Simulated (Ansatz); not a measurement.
Cost and result for the atomization energy of H5InO3Se (`[OH][In-]([OH])([OH])[SeH2+]`) (10 atoms, 9 bonds).

```tsv
atom	x (Å)	y (Å)	z (Å)
O1	-0.716	0.793	1.750
In2	-0.633	-0.214	0.030
O3	-0.620	0.849	-1.664
O4	-1.173	-2.126	-0.007
Se5	2.257	-0.318	0.033
H6	-1.145	0.287	2.445
H7	-0.941	1.743	-1.524
H8	-1.421	-2.407	-0.891
H9	2.205	0.821	0.961
H10	2.187	0.573	-1.134
```

The species carries charge 0 and has multiplicity 1. Correlated methods include outer-core shells of In, Se, which these sets cover unevenly. Scalar relativity is left out up to krypton. In takes the def2 core potential. The structure was optimised at the PBE0-D4/def2-TZVP level. It is one conformer, not always the lowest. Program: Ansatz. All runs use 4 threads of an Arm Neoverse V1 on a shared host. Times are those of one run each, without the atoms' runs, and a repeat can differ threefold. Electronic energies, without spin–orbit coupling; frozen cores. CCSD(T)/CBS adds CCSD(T) − MP2 in def2-TZVPP to the MP2 limit, and its time is that of the two runs behind it. T1 = 0.014. With those shells the extrapolation isn't a true limit.

CCSD(T)/CBS is a level of theory with its own doubt, some kJ/mol a heavy atom from the limit and from the frozen cores, so smaller differences don't rank the functionals.

| level | functions | wall time | atomization (kcal/mol) | difference from CCSD(T)/CBS | per bond |
| --- | --- | --- | --- | --- | --- |
| LDA (SPW92)/def2-TZVPP | 261 | 1.7 s | 853.4 | 116.5 | 12.9 |
| BLYP-D4/def2-TZVPP | 261 | 3 s | 721.6 | -15.3 | -1.7 |
| PBE-D4/def2-TZVPP (with forces) | 261 | 3.4 s | 735.3 | -1.6 | -0.2 |
| r2SCAN-D4/def2-TZVPP (with forces) | 261 | 7 s | 723.7 | -13.2 | -1.5 |
| r2SCANh-D4/def2-TZVPP | 261 | 8 s | 713.4 | -23.5 | -2.6 |
| B2PLYP/def2-TZVPP | 261 | 8.5 s | 710.0 | -26.9 | -3.0 |
| PBE-QIDH/def2-TZVPP | 261 | 9 s | 705.7 | -31.2 | -3.5 |
| ωB97X-V/def2-TZVPP | 261 | 12 s | 724.5 | -12.4 | -1.4 |
| ωB97M-V/def2-TZVPP (with forces) | 261 | 18 s | 722.1 | -14.8 | -1.6 |
| CCSD(T)/def2-SVP | 125 | 22 s | 660.7 | -76.2 | -8.5 |
| MP2/def2-QZVPP | 492 | 37 s | 742.3 | 5.4 | 0.6 |
| CCSD(T)/def2-TZVPP | 261 | 11 min | 706.6 | -30.3 | -3.4 |
| CCSD(T)/CBS(def2) | – | 11 min | 736.9 | 0.0 | 0.0 |

From r2SCAN to r2SCAN0 (25 % exact exchange), in def2-TZVPP and without D4, the atomization energy moves by −25.2 kcal/mol: exact exchange takes away binding that semilocal exchange gives to molecules. Leaving LDA and LC-ωPBE aside and taking each functional with its dispersion term where it has one, the values, not all of them listed here, spread over 57.8 kcal/mol, from BHLYP-D4 to PBE-D4. LDA lies +123.2 kcal/mol from PBE without D4, its usual overbinding. In def2-TZVPP, CCSD(T) changes the Hartree–Fock value by +252.6 kcal/mol (the triples alone add +16.2 kcal/mol) and MP2 by +270.3 kcal/mol; breaking electron pairs costs correlation energy, which Hartree–Fock lacks.

Spin–orbit coupling would lower the free In atoms strongly, and the atomization energy with them, by more than many differences here. For some Ge, Se and Sn compounds the MP2-based and the directly extrapolated limit differ by 10 to 25 kJ/mol.
